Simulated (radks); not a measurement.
Radial electron density D(r) = 4 pi r^2 rho(r) of an atom or ion with 51 electrons. All-electron calculation, Dirac Kohn-Sham, Slater X-alpha with alpha = 0.667, spin-unpolarised, spherical densities, finite nucleus; Fermi nuclear charge, rms radius of each element as measured or else 0.836 A^(1/3) + 0.57 fm. Program: a radial shooting solver on a logarithmic mesh with Libxc functionals.

r (bohr)  D(r) (e/bohr)
0.003292          14.73
0.003802          18.17
0.004356          21.97
0.005031          26.62
0.005764          31.59
0.006657          37.40
0.007688          43.63
0.008808          49.70
0.01017           56.01
0.01165           61.50
0.01346           66.34
0.01542           69.59
0.01781           71.27
0.02057           71.02
0.02356           69.21
0.02721           66.30
0.03117           63.61
0.036             62.16
0.04125           63.24
0.04764           67.58
0.05502           74.74
0.06303           82.45
0.07279           88.93
0.0834            91.01
0.09631           87.61
0.1103            80.12
0.1274            71.16
0.1472            65.67
0.1686            66.18
0.1947            71.49
0.2231            76.30
0.2577            75.24
0.2952            65.93
0.3409            50.11
0.3937            35.00
0.4511            26.92
0.5209            25.90
0.5968            28.43
0.6893            29.61
0.7897            26.88
0.912             20.85
1.053             14.35
1.207             9.700
1.394             6.761
1.597             5.209
1.844             4.013
2.112             2.915
2.44              1.803
2.818            0.9276
3.228            0.4077
3.728            0.1356
4.271           0.03759
4.933          0.007247
5.651          0.001127
6.526         0.0001085

What is the nuclear charge?

Answer. Z = 54. The innermost maximum, from 1s, lies near gamma/Z bohr with gamma = sqrt(1 - (Z/c)^2) = 0.919, here 0.017 bohr (found: 0.0188), and its height grows with Z. The density is that of the xenon ion Xe3+ in [Kr] 4d10 5s2 5p3; the configuration itself is not fixed sharply by these data, and Z only to a few units. D(r) has 4 maxima, at r = 0.0188, 0.0827, 0.236, 0.673 bohr, and minima at 0.0366, 0.156, 0.493 bohr, inside which lie 2.03, 11.21, 28.96 electrons.
